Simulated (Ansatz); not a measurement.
Input for Ansatz (an electronic-structure program): R-B3LYP/def2-TZVPPD on H8Si2 (a complex), monomers drawn apart or pushed together. Files ending in .json are basis or fitting sets from the Basis Set Exchange.

Ansatz 0.2 input:
```yaml
crystal:
  periodic: [false, false, false]
  atoms:
    - {symbol: Si, position_ang: [0.01753434, -0.16762224, -0.10150452]}
    - {symbol: H, position_ang: [1.06879216, 0.87345654, -0.08739598]}
    - {symbol: H, position_ang: [-1.07625700, 0.22539958, 0.81558087]}
    - {symbol: H, position_ang: [0.58978556, -1.45799786, 0.34195421]}
    - {symbol: H, position_ang: [-0.52126322, -0.30918478, -1.47336801]}
    - {symbol: Si, position_ang: [-0.03111075, 0.30059193, 5.50370941]}
    - {symbol: H, position_ang: [-0.83744677, -0.91587389, 5.26070244]}
    - {symbol: H, position_ang: [1.10419041, 0.33455086, 4.55408501]}
    - {symbol: H, position_ang: [0.49031705, 0.28128404, 6.88938007]}
    - {symbol: H, position_ang: [-0.87196573, 1.50223220, 5.30762141]}
basis:
  gaussian:
    orbitals: def2-TZVPPD.json
hamiltonian:
  xc: {name: B3LYP}
scf: {lower_state_search: off}
```

Output:

```
WARN ansatz: RAYON_NUM_THREADS=1 ignored (pool sized by the plan → 1); use --threads N
Functional definition: B3LYP
these checks for a lower state are left out or cut short: stability, starts, cluster_reference, orbital_swaps, neighbouring_geometries, increment
integrals: 0.12 GiB planned
1102 factors; their error is unknown
mean field: 1.04 GiB planned
mean field evaluation 1: about -15886.0571 eV, gradient 1.5e1 eV
mean field evaluation 2: about -15886.7592 eV, gradient 7.3e0 eV
mean field evaluation 4: about -15886.9292 eV, gradient 1.4e-1 eV
mean field evaluation 8: about -15886.9452 eV, gradient 3.7e-1 eV
mean field evaluation 16: about -15886.9454 eV, gradient 1.2e-6 eV
mean field -15886.94537204 eV, -583.8344738642 hartree, gradient 1.2e-6 eV, S^2 0.000000; 0 other end points of the search recorded, 0 dependent functions left out
reference -15886.94570755 eV, -583.8344861940 hartree; 18, 18 occupied and 214, 214 virtual orbitals, 1102 factors
Total energy: -15886.94570755 eV, -583.8344861940 hartree
Checks for a lower state left out: stability, starts, cluster_reference, orbital_swaps, neighbouring_geometries, increment
```

Self-consistency was reached.

Cost: about 3 core-seconds (a rough figure).
